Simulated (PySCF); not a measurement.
C₃H₆AlCl, SMILES [CH2]([AlH][Cl])C=C. Geometry: B3LYP-D3(BJ)/def2-SVP. The structure was generated by enumeration; whether it is a known compound was not checked. The values are those of a single conformer.

Question: Give the equilibrium geometry at B3LYP-D3(BJ)/def2-SVP (PySCF confirms it by a frequency run) as bond lengths and angles. (The exact figures need the calculation; the answer reports its results.)

Answer: Several could match; the one computed here: 
Atoms: Al1 C2 C3 C4 H5 H6 H7 H8 H9 Cl10 H11. Bond lengths (Å): Al1–C2 1.975, Al1–C3 2.331, Al1–Cl10 2.122, Al1–H11 1.570, C2–C3 1.487, C2–H5 1.095, C2–H6 1.100, C3–C4 1.357, C3–H7 1.098, C4–H8 1.095, C4–H9 1.092. Bond angles (°): C2–Al1–C3 39.3, C2–Al1–Cl10 119.3, C2–Al1–H11 121.1, C3–Al1–Cl10 107.6, C3–Al1–H11 118.4, Cl10–Al1–H11 119.6, Al1–C2–C3 83.4, Al1–C2–H5 120.3, Al1–C2–H6 110.0, C3–C2–H5 114.4, C3–C2–H6 114.1, H5–C2–H6 111.9, Al1–C3–C2 57.3, Al1–C3–C4 93.2, Al1–C3–H7 112.2, C2–C3–C4 125.4, C2–C3–H7 116.4, C4–C3–H7 117.3, C3–C4–H8 121.8, C3–C4–H9 121.0, H8–C4–H9 117.0.
Charge 0, spin multiplicity 1.
